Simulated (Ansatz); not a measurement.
Correlation energies of ClGeH5OSi, SMILES `[SiH3][O][GeH2][Cl]` by basis set

```xyz
9

Si   -0.571   -1.358    0.508
O     0.249    0.049    0.728
Ge    0.740    1.370   -0.321
Cl   -0.878    1.774   -1.677
H    -2.033   -1.111    0.433
H    -0.130   -2.030   -0.745
H    -0.271   -2.229    1.671
H     0.949    2.597    0.566
H     1.945    0.937   -1.163
```

The species carries charge 0 and has multiplicity 1. Correlated methods include outer-core shells of Ge, which these sets cover unevenly. Scalar relativity is left out up to krypton. All single points use the PBE0-D4/def2-TZVP geometry. It is one conformer, not always the lowest. Frozen core, restricted reference, Ansatz.

| basis | HF (Eh) | MP2 corr. |
| --- | --- | --- |
| def2-SVP | -2901.11826 | -0.64491 |
| def2-TZVPP | -2901.74860 | -0.80449 |
| def2-QZVPP | -2901.81718 | -1.11601 |

(1) Estimate the CCSD correlation energy and the (T) correction in each basis where they were run (hartree).

Results:

(1) 
```tsv
basis	CCSD corr.	(T)
def2-SVP	-0.68345	-0.01617
def2-TZVPP	-0.84638	-0.03093
```
